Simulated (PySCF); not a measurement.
Computed XPS line lists of a few unrelated compounds.

Computed with PySCF 2.14.0, delta-SCF UKS SCAN, pcX-2 on the ionised atom, pcseg-1 elsewhere, spin-free X2C. Geometries: PBE0-D3(BJ)/def2-SVP; isolated species, one conformer each.

Line lists (1s up to Mg, 2p3/2 beyond; areas count atoms within a level, one atom standing for each set equivalent by bonding):
1. C 1s: 295.13 eV; O 1s: 539.03 eV; F 1s: 693.28 eV; Si 2p3/2: 107.92 eV
2. O 1s: 538.03 (area 1), 538.79 (area 1) eV; Si 2p3/2: 107.70 (area 1), 108.01 (area 1) eV
3. C 1s: 285.58 eV; O 1s: 528.48 eV

Structures:
A. `O[SiH2]C(F)F`
B. `C[O-]`
C. `O[SiH2]O[SiH3]`

**Question.** Which list belongs to which compound?

**Answer.** 
- 1 = A: no other candidate has this set of levels. C 1s: 295.13 CHF2 carbon; O 1s: 539.03 silanol oxygen; F 1s: 693.28 fluorine of a CF2 group (×2); Si 2p3/2: 107.92 oxygen-bound silicon.
- 2 = C: no other candidate has this set of levels. O 1s: 538.03 siloxane oxygen, 538.79 silanol oxygen; Si 2p3/2: 107.70 oxygen-bound silicon, 108.01 oxygen-bound silicon.
- 3 = B: no other candidate has this set of levels. C 1s: 285.58 sp3 carbon bound to oxygen; O 1s: 528.48 alkoxide oxygen.

Spin–orbit and ligand-field terms were added within each 2p shell after the spin-free SCF.
